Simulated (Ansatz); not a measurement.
In₃As₃⁺, relaxed as a doublet with UKS PBE-D4/def2-SVP in Ansatz, starting from the GFN1-xTB geometry. Force threshold 0.03 eV/Å.

In the def2 sets In takes a core potential; there is no spin–orbit coupling. The relaxation made no stability test and no search for a lower SCF solution. The structure comes from a short search, and lower isomers may exist.

Start:

```xyz
6

In   -1.7463   -1.9282   -0.6016
In   -2.3349    0.7579    0.2499
In    2.7426    1.2099   -0.0134
As    0.2510    0.6710    1.3624
As    0.2140    0.5634   -1.1966
As    0.8736   -1.2739    0.1993
```

| step | energy (eV) | largest force component (eV/Å) | SCF passes |
| --- | --- | --- | --- |
| 1 | -197995.6906 | 1.404 | 21 |
| 2 | -197995.9398 | 0.185 | 29 |
| 3 | -197995.9660 | 0.140 | 24 |
| 4 | -197995.9982 | 0.176 | 27 |
| 5 | -197996.0159 | 0.072 | 25 |
| 6 (rejected) | -197996.0108 | 0.247 | 29 |
| 7 | -197996.0275 | 0.056 | 23 |
| 8 | -197996.0324 | 0.041 | 24 |
| 9 (rejected) | -197996.0264 | 0.215 | 24 |
| 10 | -197996.0340 | 0.032 | 25 |
| 11 | -197996.0354 | 0.060 | 25 |
| 12 | -197996.0360 | 0.023 | 25 |

Force components are those of the run's own axes.

End:

Cartesian coordinates in Å:
```
In -1.8162 -2.0097 -0.1898
In -2.2954 1.1951 0.0476
In 2.6463 1.6127 0.1716
As 0.2222 0.2701 1.3329
As 0.2720 0.4657 -1.2666
As 0.9711 -1.5339 -0.0957
```

By distances, no bond broke or formed. The bond that changes most is In2–As4, from 2.82 to 2.97 Å (atoms count from 1).

No frequencies were taken in this run, so the end may be a saddle point.

Hardware: 4 threads of Intel Xeon Platinum 8488C on a shared host. Wall time 34 s.
